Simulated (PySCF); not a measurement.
Vibration and rotation of CdS

PBE0 constants of CdS, ³Π (triplet), unpaired electrons σ ↑, π ↑ (basis Cd cc-pVDZ-PP with ECP28, S cc-pV(D+d)Z; scalar-relativistic core potentials; PySCF 2.14; masses 113.9034 and 31.9721 u):

- ωe: 265.0 cm⁻¹
- ωexe: 1.87 cm⁻¹
- Be: 0.11191 cm⁻¹
- αe: 0.000844 cm⁻¹
- D (centrifugal): 7.98e-08 cm⁻¹
- De to Cd + S: 0.94 eV

Q: Give the vibrational terms G(v) and spacings up to v = 6.

A: G(v) = ωe(v+½) − ωexe(v+½)².

```
v  G(v) (cm⁻¹)  G(v) − G(v−1)  Bv (cm⁻¹)
0        132.0                    0.1115
1        393.3          261.3     0.1106
2        650.8          257.5     0.1098
3        904.6          253.8     0.1090
4       1154.6          250.0     0.1081
5       1400.9          246.3     0.1073
6       1643.5          242.6     0.1064
```

Q: How well does the Morse estimate ωe²/(4ωexe) reproduce De, and what is D0?

A: It gives 1.16 eV, 124 % of the computed De. D0 = De − G(0) = 0.94 − 0.02 = 0.92 eV.

Spin–orbit coupling is left out. The state was picked by a PBE0 search and need not be the measured ground state.
